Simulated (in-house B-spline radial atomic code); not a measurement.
TDHF excitations of the gallium ion Ga³⁺

Method: TDHF. Computed with an all-electron radial atomic-structure program (B-spline basis): linear response of the closed shell [Ar] 3d10 with bare exchange (time-dependent Hartree-Fock); scalar-relativistic (spin-free one-electron X2C), finite nucleus, no spin-orbit coupling, no double excitations, S, P, D and F terms only. Only terms of natural parity with L up to 3 were computed.

Command:
```bash
python run_td.py task.json out
```
Settings (radii: box in bohr, nucleus in fm):
```
Z                        31
electrons                28
configuration            [Ar] 3d10
hamiltonian              x2c
method                   hf
box_radius               23.08
rms_radius               3.9973
intervals                72
```

Cost of the run: 1.8 s on 1 thread of Arm Neoverse N1, with other jobs on the host.

The lowest states, in the order of their Tamm-Dancoff energies; the method's threshold (minus the highest occupied level) is 65.04 eV. Labels give the largest channel, * marks a mixed state, and oscillator strengths are full-response dipole values. Energies in eV:

```json
{"state": "3d → 4s 3D", "full response": "20.007", "Tamm-Dancoff": "20.056", "oscillator strength": "-"}
{"state": "3d → 4s 1D", "full response": "20.844", "Tamm-Dancoff": "20.863", "oscillator strength": "-"}
{"state": "3d → 4p 3P", "full response": "29.204", "Tamm-Dancoff": "29.264", "oscillator strength": "-"}
{"state": "3d → 4p 3F", "full response": "29.780", "Tamm-Dancoff": "29.827", "oscillator strength": "-"}
{"state": "3d → 4p 1F", "full response": "30.29", "Tamm-Dancoff": "30.30", "oscillator strength": "-"}
{"state": "3d → 4p 1P", "full response": "30.97", "Tamm-Dancoff": "31.05", "oscillator strength": "0.544"}
{"state": "3d → 4d 3S", "full response": "?", "Tamm-Dancoff": "?", "oscillator strength": "-"}
{"state": "3d → 4d 3D", "full response": "42.85", "Tamm-Dancoff": "42.90", "oscillator strength": "-"}
{"state": "3d → 4d 1D", "full response": "43.35", "Tamm-Dancoff": "43.37", "oscillator strength": "-"}
{"state": "3d → 5s 3D", "full response": "?", "Tamm-Dancoff": "?", "oscillator strength": "-"}
```

Q: Where does 3d → 5s 3D lie?

A: At 44.32 eV in full response, 44.33 eV in Tamm-Dancoff.

Q: Where does 3d → 4d 3S lie?

A: At 41.76 eV in full response, 41.88 eV in Tamm-Dancoff.

Q: How large is the singlet-triplet splitting of 3d → 4s (D terms) in Tamm-Dancoff?

A: 0.807 eV, from the unrounded values.

Q: What polarisabilities and dispersion coefficient does the method give?

A: Dipole 1.24 bohr³, quadrupole 2.343 bohr⁵, C6 2.723 hartree·bohr⁶ for two such species.
